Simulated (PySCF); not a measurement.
Computed shifts of a molecule H9NSi3, PBE0/pcSseg-1 in PySCF, GIAO, gas phase, equivalent atoms averaged, in ppm (number of nuclei): ²⁹Si: -42.4 (3). ¹⁵N: -27.6 (1). ¹H: 4.93 (9). References: ²⁹Si against TMS (σ = 352.7 ppm); ¹⁵N against NH3 (σ = 267.4 ppm); ¹H against TMS (σ = 31.56 ppm), references at their B3LYP-D3(BJ)/def2-TZVP geometries, non-relativistic. The structure is a stationary point at TPSSh-D3(BJ)/def2-SVP. The values are those of a single conformer.

Problem. Pick the molecule that these values belong to.
A. [SiH3]N([SiH3])[SiH3]
B. N[SiH2][SiH2][SiH3]
C. N[SiH]([SiH3])[SiH3]
D. [SiH3]N[SiH2][SiH3]

Solution. A, [SiH3]N([SiH3])[SiH3]
